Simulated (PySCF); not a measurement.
Zn(OH) (HOZn), SMILES [OH][Zn] (connectivity only; charge and spin as stated), neutral, multiplicity 2.

Geometry: B3LYP-D3(BJ)/def2-TZVP. The multiplicity is an assumed one; other spin states were not compared. The isomer is the one that the SMILES or the coordinates give; other isomers of the formula were not compared.

Computed with TDA-CAM-B3LYP/def2-TZVPD (PySCF).

Vertical excitations. 

Computed lowest excited states:
| state | energy (eV) | λ (nm) | f | main pairs |
|---|---|---|---|---|
| root 1 | 3.03 | 409 | 0.002 | β HOMO→LUMO 95 % |
| root 2 | 3.98 | 312 | 0.042 | β HOMO−1→LUMO 88 % |
| root 3 | 4.16 | 298 | 0.145 | α HOMO→LUMO 88 % |
| root 4 | 4.34 | 286 | 0.158 | α HOMO→LUMO+1 89 % |
| root 5 | 5.49 | 226 | 0.220 | α HOMO→LUMO+2 85 % |
| root 6 | 6.18 | 201 | 0.001 | α HOMO−1→LUMO 84 % |
| root 7 | 6.26 | 198 | 0.005 | α HOMO−1→LUMO+1 53 %, β HOMO→LUMO+2 26 %, β HOMO−2→LUMO 5 % |
| root 8 | 6.45 | 192 | 0.001 | β HOMO→LUMO+1 79 % |
| root 9 | 6.55 | 189 | 0.008 | α HOMO→LUMO+3 12 %, β HOMO−2→LUMO 67 % |
| root 10 | 6.70 | 185 | 0.007 | α HOMO→LUMO+3 60 %, β HOMO−2→LUMO 16 % |
Unrestricted roots are not spin-pure.
